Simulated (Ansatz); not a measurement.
One change: `O[Si](O)(O)O` becomes `CN(C)[Si](O)(O)O`.

Ansatz, PBE0-D4/def2-TZVP geometries, multiplicity 1. Each molecule was computed in one conformer, which needn't be the lowest.

```
                                          property  `O[Si](O)(O)O`
                 LUMO energy (PBE/def2-TZVPP) / eV           -0.43
             HOMO energy (ωB97M-V/def2-TZVPP) / eV          -11.59
size of the dipole moment (ωB97M-V/def2-TZVPP) / D            0.00
             LUMO energy (ωB97M-V/def2-TZVPP) / eV            1.94
                HOMO energy (PBE0/def2-TZVPP) / eV           -9.12
               HOMO energy (B3LYP/def2-TZVPP) / eV           -8.84
```

Problem. Give the same properties after the change, and the shifts. (An estimate is asked.)

Solution. Computed: 
```csv
property,`CN(C)[Si](O)(O)O`,shift
LUMO energy (PBE/def2-TZVPP) / eV,-0.32,0.11
HOMO energy (ωB97M-V/def2-TZVPP) / eV,-8.77,2.82
size of the dipole moment (ωB97M-V/def2-TZVPP) / D,1.59,1.59
LUMO energy (ωB97M-V/def2-TZVPP) / eV,1.94,0.00
HOMO energy (PBE0/def2-TZVPP) / eV,-6.44,2.68
HOMO energy (B3LYP/def2-TZVPP) / eV,-6.23,2.61
```

With PBE0 the HOMO rises by 2.68 eV and the LUMO rises by 0.07 eV, so the gap narrows by about 2.61 eV. PBE moves the HOMO by 2.26 eV and ωB97M-V by 2.82 eV. The zero-point energy changes by 179.8 kJ/mol with +21 modes.

B3LYP here is the variant with VWN-RPA as its local correlation; programs differ in this.
